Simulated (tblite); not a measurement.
Vinyl acrylate, C₅H₆O₂.
SMILES with atom numbers: `[CH2:1]=[CH:2][O:3][C:4](=[O:5])[CH:6]=[CH2:7]` (hydrogens: H8, H9 on C1; H10 on C2; H11 on C6; H12, H13 on C7)

Computed with GFN2-xTB (tblite), gas phase: nudged elastic band of 9 images (0 to 8), spring 0.2 eV/Å², climbing image at the end, force threshold 0.05 eV/Å. No saddle search or frequency run followed, so the top image need not be a first-order saddle, and its height can exceed the method's true barrier by a kcal/mol or more.

The band describes a rotation about C4–O3 (ester carbonyl carbon, ester single-bonded oxygen), followed by the dihedral C6–C4–O3–C2, from the optimised start (180°) to a second optimised geometry at 0°.

Problem. Give the energy profile along the converged band.

Solution. 
| image | dihedral (°) | E (eV) | C4–O3 (Å) | C6···C2 (Å) | largest true force (eV/Å) |
| --- | --- | --- | --- | --- | --- |
| 0 | 180 | 0.000 | 1.352 | 3.61 | 0.01 |
| 1 | -164 | 0.043 | 1.353 | 3.59 | 0.06 |
| 2 | -144 | 0.190 | 1.358 | 3.51 | 0.13 |
| 3 | -119 | 0.419 | 1.370 | 3.36 | 0.14 |
| 4 | -87 | 0.550 | 1.380 | 3.15 | 0.02 |
| 5 | -55 | 0.436 | 1.366 | 2.96 | 0.11 |
| 6 | -27 | 0.322 | 1.357 | 2.82 | 0.05 |
| 7 | -14 | 0.337 | 1.355 | 2.85 | 0.06 |
| 8 | 0 | 0.364 | 1.352 | 2.94 | 0.01 |

Barriers of this band. The top is image 4 at -87°: 0.550 eV forward and 0.186 eV back; the end lies 0.364 eV above the start. The central bond is 0.028 Å longer at the top than at the start.

Other torsions move too; by image: C1–C2–O3–C4 (180, -173, -172, -177, 175, 168, 162, 168, 180°).

Problem. What rate follows at 200 K for crossing this barrier forward?

Solution. Taking the electronic barrier for the free energy of activation (no zero-point or entropy terms, transmission 1), rate = (kT/h)·exp(−ΔE/kT) ≈ 6 × 10^-2 s⁻¹, whose inverse is 2 × 10^1 s. An error of 1 kcal/mol in the barrier changes this by a factor of 12, and the method and the loose band can each miss by that much or more.

Problem. How would the two end points share their population at 200 K, from these energies alone?

Solution. exp(−ΔE/kT) with ΔE = 0.364 eV gives 6.7e-10 for the higher one (end) against 1 for the lower, without vibrational, rotational or degeneracy terms.

The cost below is that of the whole band run. Time: 3.2 s wall; peak memory 0.18 GiB. Hardware: Intel Xeon Platinum 8375C at 2.90 GHz, one thread, on a shared host.
